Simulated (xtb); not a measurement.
Se(H)(OMe) (CH4OSe), SMILES [SeH]OC. All values are semi-empirical tight-binding results from xtb (GFN2-xTB unless named), good for trends rather than for accurate numbers. The structure is a stationary point at GFN2-xTB. Other conformers were not sampled.

| Property | Result |
|---|---|
| orbital gap | 3.51 eV |
| zero-point energy | 29.1 kcal/mol |
| G − E(el) at 298.15 K (modified RRHO) | 11.5 kcal/mol |
| static polarisability (D4 model) | 48.2 bohr³ |
| solvation energy, GFN2-xTB/ALPB(water) | -1.3 kcal/mol |
| solvation energy, GFN2-xTB/ALPB(acetonitrile) | -3.3 kcal/mol |
